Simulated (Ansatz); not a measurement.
GaH₆NOSi (`N[SiH](O)[GaH2]`) at its PBE0-D4/def2-TZVP geometry, where that method's forces vanish. The species carries charge 0 and has multiplicity 1.

```tsv
atom	x (Å)	y (Å)	z (Å)
N1	0.666	-1.507	-0.047
Si2	-0.200	-0.105	-0.522
O3	0.617	1.007	-1.448
Ga4	-0.788	1.155	1.444
H5	0.695	-2.339	-0.613
H6	1.440	-1.465	0.596
H7	-1.326	-0.659	-1.331
H8	0.835	0.764	-2.350
H9	0.284	1.401	2.576
H10	-2.225	1.748	1.695
```

For each bond, give half the difference of the two atoms' forces along it (eV/Å; positive pushes the atoms apart) under PBE-D4, r2SCAN-D4, B3LYP-D4, ωB97M-V in def2-TZVPP. (Estimate.)

Ansatz gave: 
```tsv
bond	length (Å)	PBE-D4	r2SCAN-D4	B3LYP-D4	ωB97M-V
N1–Si2	1.716	0.05	0.03	0.08	0.07
N1–H5	1.007	0.20	0.03	-0.01	-0.03
N1–H6	1.007	0.19	0.01	-0.02	-0.03
Si2–O3	1.661	0.24	0.04	0.12	0.13
Si2–Ga4	2.408	-0.13	-0.03	0.02	-0.05
Si2–H7	1.493	0.02	-0.03	-0.14	-0.15
O3–H8	0.959	0.36	0.03	-0.01	-0.07
Ga4–H9	1.578	0.06	-0.06	-0.02	-0.07
Ga4–H10	1.575	0.06	-0.06	-0.02	-0.07
```

B3LYP here is the variant with VWN-RPA as its local correlation; programs differ in this.
